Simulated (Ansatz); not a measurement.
Total energies of CH6AlSSb, SMILES `[CH3][SbH][S][AlH2]`.

```xyz
10

C     0.122    0.298    2.010
Sb   -0.150   -1.200    0.484
S     1.056    0.022   -1.251
Al   -0.556    0.347   -2.668
H    -0.588    1.107    1.837
H    -0.072   -0.149    2.986
H     1.138    0.684    1.973
H     1.259   -2.058    0.951
H    -0.198    1.123   -3.998
H    -2.012   -0.173   -2.324
```

The species carries charge 0 and has multiplicity 1. Correlated methods include outer-core shells of Sb, which these sets cover unevenly. Sb takes the def2 core potential. Geometry: relaxed with PBE0-D4/def2-TZVP. It is one conformer, not always the lowest. Basis def2-TZVPP, the Gaussian-basis code of Ansatz.

RPA on PBE orbitals: Hartree–Fock energy of these orbitals -920.09651 Eh, correlation -1.27681 Eh (frozen core).

```csv
functional,energy without D4 (Eh),D4 term (kJ/mol)
LDA (SPW92),-919.46822,–
revPBE,-922.57907,-65.5
r2SCAN,-922.68519,-6.1
B97M-V,-922.52106,–
PBE0,-922.37057,-22.6
r2SCAN0,-922.64148,-7.5
BHLYP,-922.57545,-39.4
CAM-B3LYP,-922.64645,-23.6
LC-ωPBE,-922.47831,–
ωB97X-V,-922.54035,–
```

Problem. Give the same for PBE, BLYP, B3LYP, r2SCANh, HSE06 (plane-wave form), ωB97M-V, B2PLYP, PBE-QIDH. (An estimate is asked.)

Solution. Ansatz gave: 
```tsv
functional	energy without D4 (Eh)	D4 term (kJ/mol)
PBE	-922.29307	-26.4
BLYP	-922.59065	-55.9
B3LYP	-922.80059	-43.3
r2SCANh	-922.66725	-6.7
HSE06 (plane-wave form)	-922.35249	-21.5
ωB97M-V	-922.55911	–
B2PLYP	-922.17569	–
PBE-QIDH	-921.99264	–
```

B3LYP takes the VWN-RPA correlation (the form of Gaussian; ORCA's B3LYP/G). HSE06 is the plane-wave form, built on full-range PBE exchange. The double hybrids freeze the cores in their second-order part.

LC-ωPBE has ω = 0.4 bohr⁻¹.
